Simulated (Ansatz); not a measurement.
B2H5NSi, SMILES `BN1B[SiH2]1`. Charge 0, multiplicity 1.

Z-matrix (Å, degrees):
```
Si
N 1 1.781
B 1 1.927 2 44.3
H 1 1.483 2 114.3 3 115.1
H 1 1.483 2 114.3 3 -115.1
B 2 1.423 1 149.1 3 179.9
H 3 1.187 1 163.2 2 -179.9
H 6 1.197 2 119.9 1 -0.0
H 6 1.198 2 118.7 1 180.0
```

(1) Give the diagnostics of a CCSD(T)/def2-TZVPP run (frozen core, the Gaussian-basis code of Ansatz). (Estimate.)

Answers

(1) Ansatz gave: T1 = 0.0133, largest single amplitude 0.018, largest double 0.035, (T) share of the correlation energy 4.1 %, 9 CCSD cycles. The RHF solution is stable towards an unrestricted one. T1 lies under the customary mark of 0.02 for closed shells.
